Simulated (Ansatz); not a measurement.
A single point on ClH3NOSc (`[NH2][Sc]([OH])[Cl]`).

```yaml
crystal:
  periodic: [false, false, false]
  atoms:
    - {symbol: N, position_ang: [-0.715833, 1.249153, -0.062182]}
    - {symbol: Sc, position_ang: [-0.028966, -0.581948, -0.228734]}
    - {symbol: O, position_ang: [1.509792, -0.922814, 0.742806]}
    - {symbol: Cl, position_ang: [-1.189913, -2.075806, -1.587108]}
    - {symbol: H, position_ang: [-1.543797, 1.607298, -0.522693]}
    - {symbol: H, position_ang: [-0.317485, 1.998248, 0.488969]}
    - {symbol: H, position_ang: [2.286201, -1.274131, 1.168952]}
basis:
  gaussian: {orbitals: def2-QZVPP}
correlation: {method: mp2}
```

```sh
$ ansatz run in.yaml --threads 4 --pin off --events-out ev --progress --plain
```

It prints (some lines left out):

```
Functional definition: HF
2274 factors; integrals over basis functions are off by at most 7.0e-4 eV
mean field evaluation 1: about -36745.5182 eV, gradient 6.2e1 eV
mean field evaluation 2: about -36745.5641 eV, gradient 6.2e1 eV
mean field evaluation 4: about -36752.6476 eV, gradient 3.4e0 eV
mean field evaluation 8: about -36752.7052 eV, gradient 4.7e-1 eV
mean field -36752.70610703 eV, -1350.6370375544 hartree, gradient 7.6e-6 eV, S^2 0.000000; 0 other end points of the search recorded, 0 dependent functions left out
12 core orbitals not correlated: weight in the atoms' cores, before any rotation towards them, 1.000 or more for the frozen orbitals, at most 0.000 for the correlated occupied ones
reference -36752.70610703 eV, -1350.6370375544 hartree; 16, 16 occupied and 339, 339 virtual orbitals, 2274 factors
second order -28.44516827 eV of doubles, -0.00000000 eV of singles
Total energy: -36781.15127530 eV, -1351.6823782075 hartree
```

It took 11 s on 4 threads of a server CPU on a shared host, with 1.5 GiB of host memory at the peak.
